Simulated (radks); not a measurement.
The numbers below are computed, except where a source is named.
Species: As XXII. Configuration: [Ne] 3s2.

Level of theory: scalar-relativistic Kohn-Sham, PBEsol, spin-polarised, spherical densities, finite nucleus; Fermi nuclear charge, rms radius 4.0968 fm (a radial shooting solver on a logarithmic mesh with Libxc functionals).

Energy parts (hartree):
| part | energy |
|---|---|
| total | -1995.38784 |
| kinetic | 2039.02877 |
| electron-nucleus | -4344.99795 |
| Hartree | 365.36215 |
| exchange-correlation | -54.78082 |

Orbitals (lengths in bohr, moments of r in powers of bohr; r(max) is where P^2 peaks; r(90%) holds 90 % of the orbital's charge):
| orbital | occ. | eigenvalue (hartree) | <r^2> | r(90%) | <r> | r(max) |
|---|---|---|---|---|---|---|
| 1s | 2 | -463.7947 | 0.002787 | 0.0813 | 0.04550 | 0.02975 |
| 2s | 2 | -86.51418 | 0.04689 | 0.308 | 0.1997 | 0.1690 |
| 2p | 6 | -80.11622 | 0.03689 | 0.283 | 0.1740 | 0.1351 |
| 3s | 2 | -32.74657 | 0.2818 | 0.722 | 0.4981 | 0.4689 |

The highest occupied level is 3s at -891.08 eV. The electron density at the nucleus is 3.628e+04 e/bohr^3 (large components only). Summed over all electrons, <r^2> = 0.8843 bohr^2, which gives a Langevin (diamagnetic) susceptibility term of -0.7 x 10^-6 cm^3/mol.
